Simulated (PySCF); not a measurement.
# How the method moves the HOMO and LUMO of `CC#CC[SiH3]`

Compound: C4H8Si.
SMILES with atom numbers: `[CH3:1][C:2]#[C:3][CH2:4][SiH3:5]` (hydrogens: H6, H7, H8 on C1; H9, H10 on C4; H11, H12, H13 on Si5)

Geometry (PBE0-D3(BJ)/def2-SVP, Å), atoms numbered from 1 in this order:
```xyz
13
C4H8Si angstrom
C      2.7598    0.6959   -0.2307
C      1.4823    0.1006    0.1281
C      0.4225   -0.4042    0.4349
C     -0.8746   -0.9591    0.7774
Si    -2.2776    0.2272    0.2972
H      3.2098    1.2167    0.6292
H      2.6459    1.4312   -1.0430
H      3.4766   -0.0684   -0.5695
H     -1.0404   -1.9217    0.2628
H     -0.9444   -1.1655    1.8595
H     -3.5950   -0.3691    0.6822
H     -2.1043    1.5283    1.0079
H     -2.2607    0.4617   -1.1767
```

Basis pcSseg-2 throughout (PySCF), one geometry. Isolated species at its PBE0-D3(BJ)/def2-SVP geometry, gas phase.

How do the orbital energies, the gap and the dipole change with the method?

```
   method                    kind  HOMO (eV)  LUMO (eV)  gap (eV)  μ (D)  SCF cycles
     BLYP                     GGA      -5.67      -0.36      5.31   0.55          15
    B97-D                     GGA      -5.78      -0.29      5.49   0.56          15
     OPBE                     GGA      -5.79      -0.27      5.51   0.57          16
      PBE                     GGA      -5.82      -0.42      5.40   0.57          15
      KT2                     GGA      -5.83      -0.48      5.35   0.54          15
      KT3                     GGA      -5.85      -0.52      5.32   0.53          16
     BP86                     GGA      -5.91      -0.35      5.55   0.57          16
      LDA                     LDA      -5.96      -0.58      5.38   0.57          15
    B97-2           global hybrid      -6.72       0.34      7.05   0.52          12
    B3LYP           global hybrid      -6.75       0.05      6.80   0.51          14
     PBE0           global hybrid      -6.96       0.31      7.27   0.52          13
 mPW1PW91           global hybrid      -6.98       0.30      7.28   0.51          12
BHandHLYP           global hybrid      -7.98       0.89      8.88   0.45          12
CAM-B3LYP  range-separated hybrid      -8.27       1.06      9.33   0.47          12
  wB97X-D  range-separated hybrid      -8.78       1.98     10.75   0.49          13
       HF            Hartree–Fock      -9.55       2.54     12.09   0.43          11
  LC-wPBE  range-separated hybrid      -9.64       2.19     11.82   0.46          12
```

The HOMO spans 3.97 eV, from BLYP down to LC-wPBE, and the gap runs from 5.31 eV (BLYP) to 12.09 eV (HF). Over the methods BLYP (0 %), B97-D (0 %), OPBE (0 %), PBE (0 %), KT2 (0 %), KT3 (0 %), BP86 (0 %), LDA (0 %), B97-2 (21 %), B3LYP (20 %), PBE0 (25 %), mPW1PW91 (25 %), BHandHLYP (50 %), HF (100 %), a straight line through the gap against the share of exact exchange rises by 0.68 eV for each 10 % (correlation coefficient 0.998). The dipole ranges from 0.43 D (HF) to 0.57 D (OPBE). This basis has no diffuse functions.
